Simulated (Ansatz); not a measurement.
Two isomers of C2H5NSi: A = `N=C=C[SiH3]`, B = `C1=NC[SiH2]1`.

Calculated with Ansatz (gas phase, PBE0-D4/def2-TZVP geometries, no zero-point term in ΔE). CCSD(T)/CBS is the MP2 limit (def2-TZVPP, def2-QZVPP) plus CCSD(T) − MP2 in def2-TZVPP, frozen cores. Functionals use def2-TZVPP. B3LYP here is the variant with VWN-RPA as its local correlation; programs differ in this. Each species was taken in one conformer, which may not be the lowest.

Which is lower in electronic energy at CCSD(T)/CBS, and by how much? (Best estimate.)

Computed: A, by 26.1 kJ/mol.

Give E(B) − E(A) in kJ/mol with CCSD(T)/def2-SVP, B3LYP-D4, r2SCAN-D4, ωB97M-V, PBE0-D4, B2PLYP, BLYP-D4. (Best estimate.)

Ansatz gave: CCSD(T)/def2-SVP 33.2, B3LYP-D4 50.9, r2SCAN-D4 48.8, ωB97M-V 32.6, PBE0-D4 32.4, B2PLYP 45.4, BLYP-D4 57.6. None reverses the order clearly.

Does the order hold for the free energy at 298.15 K (harmonic terms from PBE0-D4)? (Best estimate.)

The calculation gave: Yes: G(B) − G(A) = +40.9 kJ/mol, for one conformer each.

Largest T1 diagnostic: 0.015.

From BLYP to BHLYP (50 % exact exchange), in def2-TZVPP and without D4, E(B) − E(A) moves by −15.6 kJ/mol. Leaving LDA and LC-ωPBE aside and taking each functional with its dispersion term where it has one, the values, not all of them listed here, spread over 31.3 kJ/mol, from ωB97X-V to BLYP-D4. LDA lies −10.8 kJ/mol from PBE without D4.
